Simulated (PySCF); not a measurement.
```xyz
10

C     -1.3082    -0.3756    -0.3841
B     -0.1265     0.4187     0.2618
C      1.3776     0.0121     0.1289
Cl    -0.5143     1.8703     1.2044
H     -2.1835     0.2386    -0.6011
H     -1.6221    -1.1323     0.3488
H     -1.0027    -0.9207    -1.2810
H      1.7786     0.5490    -0.7422
H      1.9853     0.3061     0.9864
H      1.5079    -1.0541    -0.0727
```

Charge 0, multiplicity 1.

Give the Mulliken and meta-Löwdin atomic charges from PySCF 2.14.0 with ωB97X-D3(BJ)/def2-TZVP.


```json
[
 {"atom": "C1", "Mulliken (e)": "-0.39", "meta-Löwdin (e)": "-0.46"},
 {"atom": "B2", "Mulliken (e)": "0.14", "meta-Löwdin (e)": "0.26"},
 {"atom": "C3", "Mulliken (e)": "-0.39", "meta-Löwdin (e)": "-0.46"},
 {"atom": "Cl4", "Mulliken (e)": "-0.15", "meta-Löwdin (e)": "-0.12"},
 {"atom": "H5", "Mulliken (e)": "0.13", "meta-Löwdin (e)": "0.13"},
 {"atom": "H6", "Mulliken (e)": "0.14", "meta-Löwdin (e)": "0.14"},
 {"atom": "H7", "Mulliken (e)": "0.13", "meta-Löwdin (e)": "0.12"},
 {"atom": "H8", "Mulliken (e)": "0.14", "meta-Löwdin (e)": "0.14"},
 {"atom": "H9", "Mulliken (e)": "0.13", "meta-Löwdin (e)": "0.13"},
 {"atom": "H10", "Mulliken (e)": "0.13", "meta-Löwdin (e)": "0.12"}
]
```
